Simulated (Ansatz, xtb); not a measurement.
**Two isomers of C4H6FNO2**

Structure a: `CO/C(F)=C\C(N)=O`, a singlet. Structure b: `CNC(=O)[C@H](F)C=O`, a singlet. Both are isolated molecules in the gas phase, relaxed with PBE0-D3(BJ)/def2-SVP; each stands in its lowest conformer found.

Task: Which of the two would you expect CCSD(T)/def2-SVP + ΔMP2/def2-TZVPP electronic energies to favour?

Result: Structure b; the calculation gives E(b) − E(a) = −23.7 kJ/mol.

Level by level:

| level | geometry | E(b) − E(a) (kJ/mol) | departure from the last row (kJ/mol) | job, with rough time for the two |
| --- | --- | --- | --- | --- |
| GFN2-xTB | GFN2-xTB | +14.4 | +38.1 | optimisation, 0.15 s |
| HF/STO-3G | GFN2-xTB | +2.4 | +26.1 | single point, 0.34 s |
| r2SCAN-D4/def2-SVP | GFN2-xTB | −8.7 | +15.0 | single point, 3.2 s |
| PBE0-D3(BJ)/def2-SVP | PBE0-D3(BJ)/def2-SVP | −16.5 | +7.3 | optimisation, 38 s |
| HF/def2-SVP | PBE0-D3(BJ)/def2-SVP | −26.3 | −2.5 | part of the CCSD(T) run |
| MP2/def2-SVP | PBE0-D3(BJ)/def2-SVP | −34.3 | −10.6 | part of the CCSD(T) run |
| CCSD(T)/def2-SVP | PBE0-D3(BJ)/def2-SVP | −36.0 | −12.2 | single point |
| CCSD(T)/def2-SVP + ΔMP2/def2-TZVPP | PBE0-D3(BJ)/def2-SVP | −23.7 |  | single point, 89 s |

As drawn, b has 1 C–N, 1 C=O, 1 C–C, 1 C–H in place of 2 C–O, 1 C=C, 1 N–H.

GFN2-xTB, HF/STO-3G put the two in the other order. The largest departure from CCSD(T)/def2-SVP + ΔMP2/def2-TZVPP is that of GFN2-xTB, 38.1 kJ/mol. The last row adds to CCSD(T) the change of the MP2 difference between the two basis sets, here +12.2 kJ/mol.

With thermal terms from frequencies at re-optimised GFN2-xTB minima (ideal gas, soft modes damped towards free rotors, one conformer each, 298.15 K, 1 atm): the zero-point term adds −0.6 kJ/mol; ΔH is −24.5 and ΔG −24.9 kJ/mol.

The correlated steps freeze 8 core orbitals. Mirror images aren't counted in ΔG. Programs: Ansatz 0.2.0, xtb 6.7.1; the last row on 4 threads of Arm Neoverse V2 on a shared host.
